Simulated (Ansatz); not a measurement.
Species: CH₃OSi, charge 0, doublet. CH3OSi (SMILES O=C[SiH2], doublet).
B3LYP-D3(BJ)/def2-TZVP minimum from Ansatz (an electronic-structure program):
```
C
O 1 1.2121
H 1 1.1132 2 120.10
Si 1 1.8978 3 117.01 2 178.19
H 4 1.4796 1 113.20 3 161.14
H 4 1.4835 5 113.55 1 130.29
```
Charge 0, spin multiplicity 2.

Total energies in hartree (Ansatz). UHF or UKS for unpaired electrons; spin-orbit terms are left out. Cores are frozen in correlated methods. No relativity. Where a partner has so few electrons that a lower coupled-cluster level is exact, that level stands in. The UHF reference of CH3OSi (O=C[SiH2], doublet) is spin-contaminated (<S^2> up to 0.11 over the pure value in the sets run).

| species | HF/cc-pV(T+d)Z | CCSD(T)/cc-pV(T+d)Z | HF/cc-pV(Q+d)Z | CCSD(T)/cc-pV(Q+d)Z | CCSD(T)/cc-pV(D+d)Z | CCSDT(Q)/cc-pV(D+d)Z |
|---|---|---|---|---|---|---|
| 1: CH3OSi (SMILES O=C[SiH2], doublet) | -403.39947 | -403.93676 | -403.41168 | -403.98198 | -403.79121 | -403.79411 |
| 2: O (triplet) | -74.81176 | -74.97396 | -74.81729 | -74.99357 | -74.90995 | -74.91013 |
| 3: C (triplet) | -37.69157 | -37.78076 | -37.69331 | -37.78654 | -37.76038 | -37.76071 |
| 4: Si (triplet) | -288.85649 | -288.93344 | -288.85845 | -288.93781 | -288.91643 | -288.91690 |
| 5: H (doublet) | -0.49981 | -0.49981 | -0.49995 | -0.49995 | -0.49928 | -0.49928 |

### Question
Work out the atomisation energy (electronic, to ground-state atoms) in kcal/mol: take Hartree-Fock from cc-pV(Q+d)Z, extrapolate the CCSD(T) correlation energy as X^-3 (X = 3, 4), and add CCSDT(Q) - CCSD(T) in cc-pV(D+d)Z. 1 hartree = 627.51 kcal/mol.

### Answer

Species 1: correlation (64·(-0.57030) - 27·(-0.53729))/37 = -0.59439; step -0.00290; E1 = -403.41168 + (-0.59439) + (-0.00290) = -404.00897
Species 2: correlation (64·(-0.17628) - 27·(-0.16220))/37 = -0.18655; step -0.00018; E2 = -74.81729 + (-0.18655) + (-0.00018) = -75.00402
Species 3: correlation (64·(-0.09323) - 27·(-0.08919))/37 = -0.09618; step -0.00033; E3 = -37.69331 + (-0.09618) + (-0.00033) = -37.78982
Species 4: correlation (64·(-0.07936) - 27·(-0.07695))/37 = -0.08112; step -0.00047; E4 = -288.85845 + (-0.08112) + (-0.00047) = -288.94004
Species 5: correlation (64·(0.00000) - 27·(0.00000))/37 = 0.00000; step +0.00000; E5 = -0.49995 + (0.00000) + (+0.00000) = -0.49995
-1·E1 +1·E2 +1·E3 +1·E4 +3·E5 = 0.77524 hartree = 486.5 kcal/mol.
